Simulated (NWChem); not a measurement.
System: C2H6OSi2; SMILES C#C[Si@H](O)[SiH3]

NWChem input:

```
start job
memory heap 200 mb stack 900 mb global 1100 mb
geometry units angstroms
  C      2.116385    -1.910317     0.346526
  C      1.081143    -1.299329     0.316012
  Si    -0.492939    -0.308759     0.245092
  O     -1.292858    -0.657172    -1.137144
  Si    -0.140946     1.959366     0.096816
  H      3.019340    -2.450754     0.378798
  H     -1.272687    -0.825343     1.385134
  H     -1.509005    -1.549659    -1.393300
  H      0.613365     2.365901    -1.092583
  H      0.623109     2.418216     1.262691
  H     -1.391416     2.726648     0.087692
end
basis spherical
  * library 6-31g*
end
dft
  xc b3lyp
  iterations 150
end
driver
  maxiter 120
end
task dft optimize
task dft freq
```

Output (shortened):

```
             Northwest Computational Chemistry Package (NWChem) 7.3.0
             --------------------------------------------------------

 C1  symmetry detected

                             Geometry "geometry" -> ""
                             -------------------------

 Output coordinates in angstroms (scale by  1.889725989 to convert to a.u.)

  No.       Tag          Charge          X              Y              Z
 ---- ---------------- ---------- -------------- -------------- --------------
    1 C                    6.0000     0.98543007     2.70143384     0.25091604
    2 C                    6.0000     0.41199829     1.68586329    -0.04192502
    3 Si                  14.0000    -0.44295797     0.08548358    -0.45644555
    4 O                    8.0000    -1.80126719    -0.05398889     0.44209876
    5 Si                  14.0000     0.77195242    -1.77865243     0.12601951
    6 H                    1.0000     1.48460410     3.59426372     0.50015780
    7 H                    1.0000    -0.82716529     0.26004299    -1.86941246
    8 H                    1.0000    -2.47010626     0.62483571     0.46893024
    9 H                    1.0000     1.06739187    -1.87005122     1.55894922
   10 H                    1.0000     2.06144913    -1.76694320    -0.57444392
   11 H                    1.0000     0.10347149    -3.02965573    -0.24895266

 Effective nuclear repulsion energy (a.u.)     255.2226646951

                                Z-matrix (autoz)
                                --------

 Units are Angstrom for bonds and degrees for angles

      Type          Name      I     J     K     L     M      Value
      ----------- --------  ----- ----- ----- ----- ----- ----------
    1 Stretch                  1     2                       1.20248
    2 Stretch                  1     6                       1.05283
    3 Stretch                  2     3                       1.86118
    4 Stretch                  3     4                       1.63458
    5 Stretch                  3     5                       2.30006
    6 Stretch                  3     7                       1.47464
    7 Stretch                  4     8                       0.95335
    8 Stretch                  5     9                       1.46592
    9 Stretch                  5    10                       1.46751
   10 Stretch                  5    11                       1.46713
   11 Bend                     1     3     4               109.47584
   12 Bend                     1     3     5               112.78904
   13 Bend                     1     3     7               103.98444
   14 Bend                     2     3     4               109.43045
   15 Bend                     2     3     5               113.44471
   16 Bend                     2     3     7               103.37370
   17 Bend                     3     4     8               122.52788
   18 Bend                     3     5     9               113.86144
   19 Bend                     3     5    10               109.68163
   20 Bend                     3     5    11               112.68619
   21 Bend                     4     3     5               103.33066
   22 Bend                     4     3     7               108.68189
   23 Bend                     5     3     7               118.43805
   24 Bend                     6     3     4               109.51974
   25 Bend                     6     3     5               112.62378
   26 Bend                     6     3     7               104.11035
   27 Bend                     9     5    10               106.85664
   28 Bend                     9     5    11               106.76780
   29 Bend                    10     5    11               106.56949
   30 Torsion                  2     3     4     8          53.30365
   31 Torsion                  2     3     5     9          60.14921
   32 Torsion                  2     3     5    10         -59.51870
   33 Torsion                  2     3     5    11        -178.06012
   34 Torsion                  1     2     4     3        -176.68512
   35 Torsion                  4     3     5     9         -58.23595
   36 Torsion                  4     3     5    10        -177.90386
   37 Torsion                  4     3     5    11          63.55472
   38 Torsion                  1     2     5     3         178.98118
   39 Torsion                  5     3     4     8         174.44568
   40 Torsion                  3     4     1     6        -178.38100
   41 Torsion                  6     3     4     8          54.21790
   42 Torsion                  3     5     1     6         179.78270
   43 Torsion                  6     3     5     9          59.84769
   44 Torsion                  6     3     5    10         -59.82022
   45 Torsion                  6     3     5    11        -178.36164
   46 Torsion                  3     7     1     6         178.85935
   47 Torsion                  1     2     7     3         178.31686
   48 Torsion                  7     3     4     8         -58.91786
   49 Torsion                  7     3     5     9        -178.41344
   50 Torsion                  7     3     5    10          61.91865
   51 Torsion                  7     3     5    11         -56.62277

                           NWChem Geometry Optimization
                           ----------------------------

 maximum gradient threshold         (gmax) =   0.000450
 rms gradient threshold             (grms) =   0.000300
 maximum cartesian step threshold   (xmax) =   0.001800
 rms cartesian step threshold       (xrms) =   0.001200
 fixed trust radius                (trust) =   0.300000
 source of zmatrix                         =   autoz

          -------------------
          Energy Minimization
          -------------------

 Using diagonal initial Hessian
 Scaling for Hessian diagonals: bonds = 1.00  angles = 0.25  torsions = 0.10

          --------
          Step   0

                                 NWChem DFT Module
                                 -----------------

 Summary of "ao basis" -> "ao basis" (spherical)
 ------------------------------------------------------------------------------
       Tag                 Description            Shells   Functions and Types
 ---------------- ------------------------------  ------  ---------------------
 C                           6-31g*                  6       14   3s2p1d
 Si                          6-31g*                  8       18   4s3p1d
 O                           6-31g*                  6       14   3s2p1d
 H                           6-31g*                  2        2   2s

            General Information
            -------------------
          SCF calculation type: DFT
          Wavefunction type:  closed shell.
          No. of atoms     :    11
          No. of electrons :    54
           Alpha electrons :    27
            Beta electrons :    27
          Charge           :     0
          Spin multiplicity:     1
          Use of symmetry is: off; symmetry adaption is: off
          Maximum number of iterations: 150
          AO basis - number of functions:    90
                     number of shells:    46
          Convergence on energy requested:  1.00D-06
          Convergence on density requested:  1.00D-05
          Convergence on gradient requested:  5.00D-04

[...]

      ----------------------
      Optimization converged
      ----------------------

  Step       Energy      Delta E   Gmax     Grms     Xrms     Xmax
  ---- ---------------- -------- -------- -------- -------- --------
@   19    -733.99433922  6.4D-08  0.00003  0.00001  0.00052  0.00124
                                     ok       ok       ok       ok

                                Z-matrix (autoz)
                                --------

 Units are Angstrom for bonds and degrees for angles

      Type          Name      I     J     K     L     M      Value     Gradient
      ----------- --------  ----- ----- ----- ----- ----- ---------- ----------
    1 Stretch                  1     2                       1.21572   -0.00003
    2 Stretch                  1     6                       1.06798   -0.00002
    3 Stretch                  2     3                       1.83489    0.00001
    4 Stretch                  3     4                       1.67180    0.00000
    5 Stretch                  3     5                       2.34294   -0.00003
    6 Stretch                  3     7                       1.49216    0.00002
    7 Stretch                  4     8                       0.96849    0.00000
    8 Stretch                  5     9                       1.48813    0.00000
    9 Stretch                  5    10                       1.48997   -0.00001
   10 Stretch                  5    11                       1.48913    0.00000
   11 Bend                     1     3     4               111.43448    0.00000
   12 Bend                     1     3     5               109.78970    0.00000
   13 Bend                     1     3     7               106.52119   -0.00000
   14 Bend                     2     3     4               111.24332   -0.00000
   15 Bend                     2     3     5               110.23681    0.00000
   16 Bend                     2     3     7               106.27492   -0.00000
   17 Bend                     3     4     8               116.16980    0.00000
   18 Bend                     3     5     9               110.94717   -0.00000
   19 Bend                     3     5    10               109.15924    0.00001
   20 Bend                     3     5    11               110.89272    0.00000
   21 Bend                     4     3     5               106.71842    0.00001
   22 Bend                     4     3     7               111.22833   -0.00000
   23 Bend                     5     3     7               111.20147   -0.00000
   24 Bend                     6     3     4               111.51895    0.00000
   25 Bend                     6     3     5               109.63587    0.00000
   26 Bend                     6     3     7               106.58724   -0.00000
   27 Bend                     9     5    10               108.50736   -0.00000
   28 Bend                     9     5    11               108.91927   -0.00000
   29 Bend                    10     5    11               108.34559   -0.00000
   30 Torsion                  2     3     4     8          53.74151    0.00000
   31 Torsion                  2     3     5     9          59.25764    0.00000
   32 Torsion                  2     3     5    10         -60.26859    0.00000
   33 Torsion                  2     3     5    11        -179.56170    0.00000
   34 Torsion                  1     2     4     3        -178.08898    0.00000
   35 Torsion                  4     3     5     9         -61.66917   -0.00000
   36 Torsion                  4     3     5    10         178.80460   -0.00001
   37 Torsion                  4     3     5    11          59.51149   -0.00001
   38 Torsion                  1     2     5     3         179.91539   -0.00000
   39 Torsion                  5     3     4     8         174.02397    0.00001
   40 Torsion                  3     4     1     6        -178.70845   -0.00000
   41 Torsion                  6     3     4     8          54.31505    0.00000
   42 Torsion                  3     5     1     6        -179.89409    0.00000
   43 Torsion                  6     3     5     9          59.24897    0.00000
   44 Torsion                  6     3     5    10         -60.27726    0.00000
   45 Torsion                  6     3     5    11        -179.57037    0.00000
   46 Torsion                  3     7     1     6         178.57075   -0.00000
   47 Torsion                  1     2     7     3         178.22282   -0.00000
   48 Torsion                  7     3     4     8         -64.52479    0.00001
   49 Torsion                  7     3     5     9         176.86256   -0.00000
   50 Torsion                  7     3     5    10          57.33633   -0.00000
   51 Torsion                  7     3     5    11         -61.95678   -0.00000

[...]

 Rotational Constants
 --------------------
 A=   0.130054 cm-1  (  0.187115 K)
 B=   0.067408 cm-1  (  0.096982 K)
 C=   0.048648 cm-1  (  0.069992 K)

 Temperature                      =   298.15K
 frequency scaling parameter      =   1.0000

 Zero-Point correction to Energy  =   42.134 kcal/mol  (  0.067145 au)
 Thermal correction to Energy     =   47.346 kcal/mol  (  0.075451 au)
 Thermal correction to Enthalpy   =   47.938 kcal/mol  (  0.076394 au)

 Total Entropy                    =   88.080 cal/mol-K
   - Translational                =   39.759 cal/mol-K (mol. weight = 101.9957)
   - Rotational                   =   27.715 cal/mol-K (symmetry #  =        1)
   - Vibrational                  =   20.606 cal/mol-K

 Cv (constant volume heat capacity) =   28.764 cal/mol-K
   - Translational                  =    2.979 cal/mol-K
   - Rotational                     =    2.979 cal/mol-K
   - Vibrational                    =   22.805 cal/mol-K

[normal modes left out]

 ----------------------------------------------------------------------------
 Normal Eigenvalue ||           Projected Infra Red Intensities
  Mode   [cm**-1]  || [atomic units] [(debye/angs)**2] [(KM/mol)] [arbitrary]
 ------ ---------- || -------------- ----------------- ---------- -----------
    1       -0.000 ||    0.000295           0.007         0.287       0.048
    2       -0.000 ||    0.000263           0.006         0.256       0.043
    3       -0.000 ||    0.000238           0.005         0.232       0.039
    4        0.000 ||    0.000020           0.000         0.020       0.003
    5        0.000 ||    0.000153           0.004         0.149       0.025
    6        0.000 ||    0.000005           0.000         0.005       0.001
    7       91.625 ||    0.000621           0.014         0.605       0.101
    8      101.658 ||    0.001316           0.030         1.283       0.214
    9      156.109 ||    0.006216           0.143         6.060       1.010
   10      169.826 ||    0.002157           0.050         2.102       0.350
   11      226.486 ||    0.087622           2.022        85.419      14.232
   12      299.292 ||    0.028647           0.661        27.927       4.653
   13      373.461 ||    0.069376           1.601        67.632      11.268
   14      422.390 ||    0.002254           0.052         2.197       0.366
   15      526.757 ||    0.027207           0.628        26.522       4.419
   16      546.263 ||    0.034288           0.791        33.425       5.569
   17      635.058 ||    0.062327           1.438        60.760      10.123
   18      670.263 ||    0.036141           0.834        35.232       5.870
   19      699.784 ||    0.036402           0.840        35.487       5.913
   20      771.501 ||    0.248405           5.731       242.157      40.347
   21      836.964 ||    0.054313           1.253        52.947       8.822
   22      862.583 ||    0.345670           7.975       336.976      56.145
   23      893.379 ||    0.182003           4.199       177.426      29.562
   24      940.637 ||    0.038363           0.885        37.398       6.231
   25      945.683 ||    0.053110           1.225        51.774       8.626
   26      951.978 ||    0.049591           1.144        48.344       8.055
   27     2150.768 ||    0.049021           1.131        47.788       7.962
   28     2218.353 ||    0.146052           3.370       142.378      23.722
   29     2235.887 ||    0.072106           1.664        70.293      11.712
   30     2246.228 ||    0.138891           3.204       135.398      22.559
   31     2252.626 ||    0.155623           3.590       151.709      25.277
   32     3478.292 ||    0.039119           0.902        38.135       6.354
   33     3783.285 ||    0.063912           1.475        62.305      10.381
 ----------------------------------------------------------------------------
```

Level: B3LYP/6-31G* (spherical d).
